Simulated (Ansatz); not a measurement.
```yaml
crystal:
  periodic: [false, false, false]
  atoms:
    - {symbol: C, position_ang: [1.255830, -0.856667, 2.505630]}
    - {symbol: C, position_ang: [0.637988, -0.436295, 1.272745]}
    - {symbol: N, position_ang: [0.148895, -0.103435, 0.296563]}
    - {symbol: Al, position_ang: [-0.714901, 0.485116, -1.429406]}
    - {symbol: O, position_ang: [0.403574, -0.170553, -2.555461]}
    - {symbol: O, position_ang: [-0.692248, 2.187232, -1.203189]}
    - {symbol: O, position_ang: [-2.232575, -0.304692, -1.282101]}
    - {symbol: H, position_ang: [0.648851, -1.633349, 2.973359]}
    - {symbol: H, position_ang: [2.251906, -1.251668, 2.300096]}
    - {symbol: H, position_ang: [1.337714, -0.005410, 3.183195]}
    - {symbol: H, position_ang: [0.939659, 0.420287, -3.080480]}
    - {symbol: H, position_ang: [-1.517039, 2.655040, -1.089166]}
    - {symbol: H, position_ang: [-2.447353, -1.020306, -1.876985]}
basis:
  gaussian: {orbitals: cc-pVDZ}
hamiltonian: {xc: {name: HF}}
correlation: {method: mp2, frozen_orbitals: {C: 9}}
output: {forces: true}
```

```sh
$ ansatz run in.yaml --threads 4 --pin off --events-out ev --progress --plain --max-ram 11315MiB
```

**Question.** How does Ansatz answer? (An estimate is asked.)

**Answer.** Computed: The input was rejected before any iteration.
```
Functional definition: HF
Error: "frozen_orbitals" has no count for N
```
